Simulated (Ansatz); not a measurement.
`F[Si](F)(F)[Se]` radical. The species carries charge 0 and has multiplicity 2.

```xyz
5

F    -0.599    1.159   -0.963
Si   -0.099    0.037    0.019
F    -0.988   -1.244   -0.194
F    -0.347    0.581    1.474
Se    2.034   -0.533   -0.335
```

List the harmonic frequencies (cm⁻¹, unscaled) at PBE0-D4/def2-TZVP in Ansatz. (Best estimate.)

Computed: 75, 170, 267, 310, 321, 492, 860, 983, 991.

Is this a minimum?

Yes, all 9 modes are real.
